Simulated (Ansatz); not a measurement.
Cost and result for the atomization energy of BClH₆NSi₂, SMILES `BN([SiH2])[SiH2]Cl` radical (11 atoms, 10 bonds).

```xyz
11

B    -0.048    1.180    1.154
N     0.053    0.333    0.024
Si    1.418    0.522   -1.071
Si   -1.155   -0.882   -0.272
Cl   -0.484   -2.720    0.346
H    -0.964    1.052    1.914
H     0.788    2.020    1.334
H     1.508   -0.712   -1.901
H     2.662    0.741   -0.287
H    -2.378   -0.555    0.487
H    -1.399   -0.980   -1.728
```

Charge 0, multiplicity 2. The geometry is a stationary point of PBE0-D4/def2-TZVP. It is one conformer, not always the lowest. Program: Ansatz. All runs use 2 threads of an AMD EPYC 7R13 on a shared host and a share of an NVIDIA H100 80 GB. Times are those of one run each, without the atoms' runs, and a repeat can differ threefold. Electronic energies, without spin–orbit coupling; frozen cores. CCSD(T)/CBS adds CCSD(T) − MP2 in def2-TZVPP to the MP2 limit, and its time is that of the two runs behind it. T1 = 0.014; ⟨S²⟩ of the reference is 0.75. B3LYP takes the VWN-RPA correlation (the form of Gaussian; ORCA's B3LYP/G). HSE06 is the plane-wave form, built on full-range PBE exchange.

CCSD(T)/CBS is a level of theory with its own doubt, some kJ/mol a heavy atom from the limit and from the frozen cores, so smaller differences don't rank the functionals.

```
                            level  functions  wall time  atomization (kJ/mol)  difference from CCSD(T)/CBS  per bond
           LDA (SPW92)/def2-TZVPP        272      7.5 s                4043.4                        436.7      43.7
  PBE-D4/def2-TZVPP (with forces)        272      8.5 s                3629.8                         23.1       2.3
             revPBE-D4/def2-TZVPP        272        9 s                3564.3                        -42.4      -4.2
              BHLYP-D4/def2-TZVPP        272       10 s                3569.8                        -36.9      -3.7
              HSE06-D4/def2-TZVPP        272       11 s                3602.9                         -3.8      -0.4
          CAM-B3LYP-D4/def2-TZVPP        272       13 s                3638.8                         32.1       3.2
                 CCSD(T)/def2-SVP        112       13 s                3353.6                       -253.1     -25.3
               BLYP-D4/def2-TZVPP        272       13 s                3598.8                         -7.9      -0.8
                   MP2/def2-QZVPP        504       14 s                3611.3                          4.6       0.5
B3LYP-D4/def2-TZVPP (with forces)        272       16 s                3625.3                         18.6       1.9
               ωB97X-V/def2-TZVPP        272       16 s                3641.8                         35.1       3.5
               CCSD(T)/def2-TZVPP        272       16 s                3504.5                       -102.2     -10.2
                CCSD(T)/CBS(def2)          –       30 s                3606.7                          0.0       0.0
```

At CCSD(T), def2-SVP lies −253.1 kJ/mol from the extrapolated value and def2-TZVPP −102.2 kJ/mol: correlation converges slowly with the basis, and small sets miss more of it in the bonded molecule than in its fragments. The D4 term adds +53.0 kJ/mol with B3LYP and +27.9 kJ/mol with PBE0; it sums over pairs of atoms, weighted by their polarisabilities, and B3LYP, whose exchange is more repulsive, gets the larger term. From r2SCAN to r2SCAN0 (25 % exact exchange), in def2-TZVPP and without D4, the atomization energy moves by −38.1 kJ/mol: exact exchange takes away binding that semilocal exchange gives to molecules.
